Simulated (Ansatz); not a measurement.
Species: MoO3, charge 1, multiplicity 2. The spin state was set by rule; other spins were not relaxed. 
Geometry from a B3LYP-D3(BJ)/def2-TZVP (Ansatz, an electronic-structure program) optimisation:
```xyz
4

Mo     0.1616    -0.0931    -0.1651
O     -1.3981    -1.0045     0.1631
O     -0.3310     1.4307    -0.6265
O      0.8805     0.0624     1.3304
```
Charge +1, spin multiplicity 2.

Total electronic energies in hartree. Correlated levels leave the core frozen unless marked. UHF or UKS for open shells. No spin-orbit coupling. Frozen are the shells of the preceding noble gas and the d and f shells that filled before the atom's block. Past Kr the def2 sets carry scalar-relativistic core potentials. STO-3G rows are all-electron and non-relativistic. 

The UHF reference is spin-contaminated (<S^2> 0.98 over the pure value in the largest basis). The T1 diagnostic of CCSD in the largest basis is 0.098, which is high, so the coupled-cluster rows are less sure than usual.

```json
[
 {"level": "HF/def2-QZVPP", "program": "Ansatz", "energy (Eh)": "-291.87784"},
 {"level": "BLYP/def2-TZVPD", "program": "Ansatz", "energy (Eh)": "-293.65382"},
 {"level": "PBE0/def2-TZVP", "program": "Ansatz", "energy (Eh)": "-293.38488"},
 {"level": "r2SCANh/def2-TZVPD", "program": "Ansatz", "energy (Eh)": "-293.54632"},
 {"level": "B2PLYP/def2-TZVPD", "program": "Ansatz", "energy (Eh)": "-293.35312"},
 {"level": "MP2/def2-SVP", "program": "Ansatz", "energy (Eh)": "-292.21188"},
 {"level": "CCSD/def2-SVP", "program": "Ansatz", "energy (Eh)": "-292.26519"},
 {"level": "CCSD(T)/STO-3G", "program": "Ansatz", "energy (Eh)": "-4157.74045"}
]
```

Totals of different functionals don't rank their quality; only differences between species are comparable.
